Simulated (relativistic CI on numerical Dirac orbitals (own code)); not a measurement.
## Co2+ in a cubic cluster: 1s photoemission with charge transfer

Computed with a charge-transfer multiplet model of a cubic metal-ligand cluster with up to 3 ligand holes, Slater and spin-orbit integrals from Dirac-Coulomb-Breit ions, Slater integrals scaled by 0.8. The ground state mixes d7 with configurations of k ligand holes L, whose averages lie at kΔ + k(k − 1)U_dd/2; a core hole lowers each added d electron by U_cd. 300 K, Lorentzian 1.1 eV and Gaussian 0.6 eV FWHM.

Atomic integrals in eV (Slater integrals scaled, ζ unscaled), ground: F2dd 9.233, F4dd 5.731, zeta_d 0.063; with the core hole: F2dd 10.635, F4dd 6.640, zeta_d 0.091, G2cd 0.059.

Cluster parameters (eV): Δ = 5.4, U_dd = 7.4, U_cd = 8.7, 10Dq = 1.25, 10Dq(ligand) = 0.4, final-state hopping factor = 1.

```
                             Case   n_d    d7   d8L  d9L2  d10L3     S
V(eg) = 1.1 eV, V(t2g) = -0.56 eV  7.05  0.95  0.05  0.00   0.00  1.50
V(eg) = 1.4 eV, V(t2g) = -0.71 eV  7.07  0.93  0.07  0.00   0.00  1.50
  V(eg) = 2 eV, V(t2g) = -1.02 eV  7.13  0.87  0.12  0.00   0.00  1.50
V(eg) = 2.3 eV, V(t2g) = -1.17 eV  7.16  0.84  0.15  0.00   0.00  1.49
V(eg) = 2.6 eV, V(t2g) = -1.33 eV  7.21  0.80  0.20  0.01   0.00  1.37
```

Weights, n_d and S are thermal averages at 300 K. Binding energies count from the first peak over 30 % of the highest in each spectrum, which can be another peak from case to case. The parameters are a model scan and need not match a compound or its usual spin state. Peaks in eV (height, largest 100):
- V(eg) = 1.1 eV, V(t2g) = -0.56 eV: 0.0 (76), 3.8 (100)
- V(eg) = 1.4 eV, V(t2g) = -0.71 eV: 0.0 (100), 4.6 (98)
- V(eg) = 2 eV, V(t2g) = -1.02 eV: 0.0 (100), 6.0 (63)
- V(eg) = 2.3 eV, V(t2g) = -1.17 eV: 0.0 (100), 6.7 (54)
- V(eg) = 2.6 eV, V(t2g) = -1.33 eV: 0.0 (100), 2.1 (19), 7.3 (53)

For the case V(eg) = 2 eV, V(t2g) = -1.02 eV, Δ = 5.4 eV is smaller than U_dd = 7.4 eV, the charge-transfer side of the Zaanen-Sawatzky-Allen scheme. With the core hole the average of the configuration with one ligand hole lies at Δ − U_cd = -3.3 eV before mixing: the effective hopping of about 2.9 eV (from the holes of the mixed ground state) is comparable with this gap or larger, so the configurations mix strongly.
